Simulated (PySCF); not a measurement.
## C₆ coefficients of unlike pairs at UHF

Calculated with PySCF 2.14 from the dipole response of each species, C₆(A,B) = (3/π) ∫ α_A(iu) α_B(iu) du, in atomic units, from isotropic polarisabilities. For ions this is the dispersion term alone; charge-induced terms of lower order in 1/R come first.

| species | configuration | basis | relativity | α (bohr³) | C₆ (like pair) |
| --- | --- | --- | --- | --- | --- |
| Te³⁺ | [Kr] 4d10 5s2 5p1 (2P) | aug-cc-pV5Z-PP with ECP28MDF (8s8p6d4f3g2h) | core potential | 11.37 | 59.29 |
| In | [Kr] 4d10 5s2 5p1 (2P) | aug-cc-pwCVTZ-DK3 with one added diffuse shell each of s, p, d, f type (11s10p8d5f1g) | spin-free X2C | 74.59 | 807.4 |
| P | [Ne] 3s2 3p3 (4S) | aug-cc-pCVTZ-DK with one added diffuse shell each of s, p, d, f type (9s8p6d4f) | spin-free X2C | 25.48 | 188.6 |
| Cr³⁺ | [Ar] 3d3 (4F) | aug-cc-pVTZ with one added diffuse shell each of s, p, d, f, g type (9s8p6d4f3g) | none | 1.939 | 4.867 |

(1) Estimate C₆ for In with Te³⁺.

No spin-orbit coupling is included.

The other pairs:

| pair | C₆ |
| --- | --- |
| P, Te³⁺ | 102.6 |
| P, In | 375.5 |
| Cr³⁺, In | 43.02 |
| Cr³⁺, P | 23.73 |
| Cr³⁺, Te³⁺ | 15.41 |

Answers

(1) The integral gives 195.8. The combination rule 2 C_A C_B / (C_A α_B/α_A + C_B α_A/α_B) gives 187.0 and the geometric mean 218.8.
